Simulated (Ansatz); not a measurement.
A structure relaxed at PBE-D4/def2-SVP in Ansatz, charge 0, singlet:

```xyz
11

Sn    1.248    1.204    1.844
Sn    0.507   -2.011   -0.704
Sn   -2.135    1.715   -0.791
Br    0.765    1.503    4.343
Br    2.448   -2.150    0.928
Br   -1.503   -3.515   -0.675
Br    1.708   -2.974   -2.713
Br   -0.829   -0.681    1.457
Br   -0.585    3.212    0.950
Br   -1.876    3.362   -2.752
Br    0.251    0.334   -1.887
```

Question: Give its formula.

Answer: Sn3Br8 (the lowest singlet isomer of a short search).

Question: Summarise the bond lengths by kind (pairs closer than 1.2 times the sum of covalent radii, bridged metal pairs left out).

Answer: 11 × Br–Sn 2.51 to 2.97 Å.

In the def2 sets Sn takes a core potential; there is no spin–orbit coupling. The structure comes from a short search, and lower isomers may exist.
